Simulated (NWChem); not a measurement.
# C2H3F2NSi; SMILES F[C@H]1N=C[Si@@H]1F

```xyz
9

F     -1.1949    -1.8568    -0.1162
C     -0.3594    -0.9365     0.4574
N      1.0655    -1.1745     0.1351
C      1.5344     0.0066    -0.1556
Si    -0.1514     0.8203    -0.3300
F     -0.5845     2.2208     0.4089
H     -0.4803    -0.9780     1.5634
H      2.6167     0.1677    -0.3170
H     -0.6216     0.9141    -1.7526
```
Atoms are numbered in this order, from 1.

All runs: NWChem. Pople sets run with spherical d functions. Structure relaxed at the PBE-D3(BJ)/def2-SVP level. Level: M06-2X/6-31G* with SMD (1 M gas to 1 M solution), gas-phase geometry. Reactions with the solvent are ignored.

| solvent | dielectric constant | solvation free energy (kcal/mol) | cavity-dispersion-structure term (kcal/mol) | dipole in solution (D) |
|---|---|---|---|---|
| water | 78.4 | -2.7 | [?] | 2.26 |
| anisole | 4.22 | -2.8 | 1.7 | 2.09 |
| n-hexane | 1.88 | -2.0 | 0.7 | 1.91 |
| acetonitrile | 35.7 | -4.3 | 1.7 | 2.24 |
| cyclohexane | 2.02 | -1.7 | 1.2 | 1.93 |

**Question.** Some entries are withheld; supply them.

**Answer.** 
- water, cavity-dispersion-structure term (kcal/mol): 3.5
